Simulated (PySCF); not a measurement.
**Radial density of Co- (cobalt, charge -1)**

r2SCAN, [Ar] 3d8 4s2, high-spin 3F determinant. Computed with PySCF 2.14 in aug-cc-pwCVQZ (11s10p8d5f4g3h, 185 functions), with the non-relativistic Hamiltonian (point nucleus).

```tsv
r (bohr)	4πr²ρ (e/bohr)	4πr²(ρα − ρβ)
0.000956	0.1460	0.0000
0.00161	0.3987	0.0000
0.00271	1.063	0.0000
0.00455	2.722	0.0001
0.00766	6.515	0.0002
0.0129	13.92	0.0004
0.0217	24.63	0.0006
0.0364	32.23	0.0002
0.0613	28.57	-0.0008
0.103	26.62	0.0107
0.173	36.39	0.1231
0.292	23.03	0.6257
0.490	15.55	1.6209
0.825	16.50	1.7617
1.39	5.056	0.7898
2.33	1.346	0.2043
3.93	0.5189	0.0107
6.60	0.1228	-0.0239
11.1	0.01127	-0.0058
18.7	3.887e-05	0.0000
```

At r2SCAN the highest occupied level has a positive energy, so only the finite basis holds that electron; in a semilocal or global hybrid functional this comes from self-interaction and does not mean that the real anion is unbound.

**Question.** Where is the radial spin density 4πr²(ρα − ρβ) most negative, and why is it negative at all?

**Answer.** Around r = 6.60 bohr, down to -0.0239 e/bohr: exchange with the open shell polarises the paired shells in an unrestricted calculation.
